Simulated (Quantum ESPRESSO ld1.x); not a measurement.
Values are calculated unless marked as measured or tabulated.
All-electron atom: Ga5+ in [Ar] 3d8.

Level of theory: Dirac Kohn-Sham, PW91, spin-unpolarised, spherical densities, point nucleus; open shells fill j = l - 1/2 first (ld1.x of Quantum ESPRESSO 7.5).

Energy parts (eV):
part                     energy
total                  -52701.4
kinetic                 53756.3
electron-nucleus      -124918.5
Hartree                 20458.3
exchange-correlation    -1997.5

Orbitals (lengths in bohr, moments of r in powers of bohr; <r^-3> diverges for s and p1/2):
1s1/2: occ. 2; eigenvalue (eV) -10317.3; <r^4> 0.00002599; <1/r> 31.30
2s1/2: occ. 2; eigenvalue (eV) -1351.12; <r^4> 0.005427; <1/r> 6.885
2p1/2: occ. 2; eigenvalue (eV) -1206.43; <r^4> 0.003838; <1/r> 6.845
2p3/2: occ. 4; eigenvalue (eV) -1178.76; <r^-3> 860.9; <r^4> 0.004081; <1/r> 6.670
3s1/2: occ. 2; eigenvalue (eV) -232.657; <r^4> 0.3556; <1/r> 2.229
3p1/2: occ. 2; eigenvalue (eV) -185.497; <r^4> 0.4263; <1/r> 2.111
3p3/2: occ. 4; eigenvalue (eV) -181.681; <r^-3> 119.7; <r^4> 0.4509; <1/r> 2.070
3d3/2: occ. 4; eigenvalue (eV) -101.822; <r^-3> 13.99; <r^4> 0.8081; <1/r> 1.803
3d5/2: occ. 4; eigenvalue (eV) -101.273; <r^-3> 13.65; <r^4> 0.8234; <1/r> 1.793

The highest occupied level is 3d5/2 at -101.27 eV. Summed over all electrons, <r^2> = 9.358 bohr^2, which gives a Langevin (diamagnetic) susceptibility term of -7.41 x 10^-6 cm^3/mol.
